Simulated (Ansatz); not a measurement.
`CC1CC1` + `N/C=C/[SiH3]` → `C/C(N)=C\[SiH3]` + `C1CC1` at 500 K and 1 bar (formal exchange of groups at a C–C bond).

Computed with Ansatz on PBE0-D4/def2-TZVP structures; ΔE is electronic, products minus reactants. CBS: MP2 limit from def2 TZ/QZ plus the TZ coupled-cluster correction, frozen cores. Double bonds are as drawn, so ΔE can hold a change between cis and trans. Each species was taken in one conformer, which may not be the lowest.

```csv
species,CCSD(T)/CBS energy (Eh),H − E (kJ/mol),S (J/(mol·K))
`CC1CC1`,-156.99741,323.3,334.4
`N/C=C/[SiH3]`,-424.07389,264.8,376.0
`C/C(N)=C\[SiH3]`,-463.33913,347.5,440.6
`C1CC1`,-117.73368,240.3,274.1
```

H − E and S are ideal-gas, rigid-rotor, harmonic terms from PBE0-D4/def2-TZVP, for one conformer and one mirror image of each species. 1 Eh = 2625.50 kJ/mol, R = 8.31446 J/(mol·K).

**Question.** By hand: ΔE, ΔH, ΔS and ΔG.

**Answer.** ΔE = (-463.33913) + (-117.73368) − (-156.99741) − (-424.07389) = -0.00151 Eh = -4.0 kJ/mol. Δ(H − E) = 347.5 + 240.3 − 323.3 − 264.8 = -0.3, so ΔH = -4.3 kJ/mol. ΔS = 440.6 + 274.1 − 334.4 − 376.0 = 4.3 J/(mol·K). ΔG = -4.3 − 500 × (4.3)/1000 = -6.4 kJ/mol.

**Question.** By hand: the equilibrium constant, and the temperature at which ΔG would vanish if ΔH and ΔS stayed fixed.

**Answer.** log₁₀ K = −ΔG/(RT ln 10) = 0.7. ΔH and −TΔS have one sign here, so there is no such temperature.

TΔS isn't small against ΔH here. A doubt of 5 kJ/mol in ΔE shifts log₁₀ K by 0.5 here. Other conformers and mirror images would add mixing entropy, several J/(mol·K) or more a flexible species. Modes under 60 cm⁻¹, often nearly free rotors, make the harmonic entropy too high. These are equilibria of isolated gas molecules and say nothing of rates. Largest T1 diagnostic: 0.012 (customary marks: 0.02 for closed shells, 0.045 for open ones).

ΔS is within the doubt of such terms, so its sign, and with it that verdict, could turn.
